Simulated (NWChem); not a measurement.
System: CdHI; SMILES [CdH][I]

```xyz
3

Cd     0.0169     1.3202     0.0000
H      0.0407     2.9844     0.0000
I     -0.0074    -1.2828     0.0000
```
Atoms are numbered in this order, from 1.

Level: PBE0/def2-SVP with def2 effective core potentials on Cd, I (NWChem), optimised geometry, unscaled harmonic frequencies. def2 effective core potentials on Cd, I; no spin-orbit coupling.

```csv
frequency (cm⁻¹),IR intensity (km/mol)
214,11.9
399,60.7
1870,145.5
```

```json
{
  "zero_point_energy": "3.5 kcal/mol",
  "thermal correction to the enthalpy at 298.15 K (with zero-point energy)": "6.5 kcal/mol",
  "heat capacity Cv": "9.3 cal/(mol K)",
  "entropy at 298.15 K and 1 atm (symmetry number 1)": "59.3 cal/(mol K)"
}
```

Rigid rotor and harmonic oscillator.
